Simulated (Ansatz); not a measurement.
`[SiH3][GeH2][SiH2][SiH2][GeH3]` + H₂S → `S[SiH2][GeH3]` + `[SiH3][GeH2][SiH3]`  (cleavage of the Si–Si bond)

Gas-phase electronic energies from Ansatz, PBE0-D4/def2-TZVP geometries. CBS: MP2 limit from def2 TZ/QZ plus the TZ coupled-cluster correction, frozen cores. This one scheme is used for every species. DFT in def2-TZVPP. B3LYP here is the variant with VWN-RPA as its local correlation; programs differ in this. HSE06 is defined as in plane-wave codes. For Ge outer-core shells are correlated without core-valence functions, which leaves a few kJ/mol of doubt a bond. Scalar relativity is left out up to krypton. Each species was taken in one conformer, which may not be the lowest.

| level | ΔE (kcal/mol) | difference from CCSD(T)/CBS |
| --- | --- | --- |
| LDA (SPW92) | -7.0 | 1.6 |
| PBE-D4 | -6.7 | 1.9 |
| r2SCAN-D4 | -8.8 | -0.2 |
| B97M-V | -8.3 | 0.3 |
| PBE0-D4 | -7.2 | 1.4 |
| B3LYP-D4 | -8.5 | 0.1 |
| r2SCANh-D4 | -8.8 | -0.2 |
| r2SCAN0-D4 | -8.9 | -0.3 |
| HSE06-D4 | -7.2 | 1.4 |
| BHLYP-D4 | -9.0 | -0.4 |
| CAM-B3LYP-D4 | -9.3 | -0.7 |
| ωB97X-V | -8.9 | -0.3 |
| ωB97M-V | -9.7 | -1.1 |
| B2PLYP | -10.9 | -2.3 |
| PBE-QIDH | -9.2 | -0.6 |
| revPBE | -9.7 | -1.1 |
| BLYP | -11.8 | -3.2 |
| r2SCAN | -9.6 | -1.0 |
| PBE0 | -9.2 | -0.6 |
| B3LYP | -11.7 | -3.1 |
| r2SCANh | -9.7 | -1.1 |
| r2SCAN0 | -9.8 | -1.2 |
| HSE06 | -9.2 | -0.6 |
| BHLYP | -12.3 | -3.7 |
| LC-ωPBE | -9.7 | -1.1 |
| RPA@PBE/def2-TZVPP | -7.8 | 0.8 |
| HF/def2-SVP | -12.3 | -3.7 |
| MP2/def2-SVP | -7.8 | 0.8 |
| CCSD/def2-SVP | -7.4 | 1.2 |
| CCSD(T)/def2-SVP | -6.8 | 1.8 |
| HF/def2-TZVPP | -14.1 | -5.5 |
| MP2/def2-TZVPP | -9.3 | -0.7 |
| SCS-MP2/def2-TZVPP | -10.2 | -1.6 |
| CCSD/def2-TZVPP | -8.7 | -0.1 |
| HF/def2-QZVPP | -14.3 | -5.7 |
| MP2/def2-QZVPP | -9.8 | -1.2 |
| SCS-MP2/def2-QZVPP | -10.7 | -2.1 |
| HF/CBS(def2) | -14.4 | -5.8 |
| MP2/CBS(def2) | -9.9 | -1.3 |
| CCSD/CBS(def2) | -9.3 | -0.7 |
| CCSD(T)/CBS | -8.6 | 0 |

Largest T1 diagnostic among the species: 0.013.

The D4 term adds +3.2 kcal/mol with B3LYP and +2.0 kcal/mol with PBE0; it sums over pairs of atoms, weighted by their polarisabilities, and B3LYP, whose exchange is more repulsive, gets the larger term. At CCSD(T), def2-SVP lies +1.8 kcal/mol from the extrapolated value and def2-TZVPP +0.6 kcal/mol. Leaving LDA and LC-ωPBE aside and taking each functional with its dispersion term where it has one, the values spread over 4.2 kcal/mol, from B2PLYP to PBE-D4. LDA lies +1.7 kcal/mol from PBE without D4.
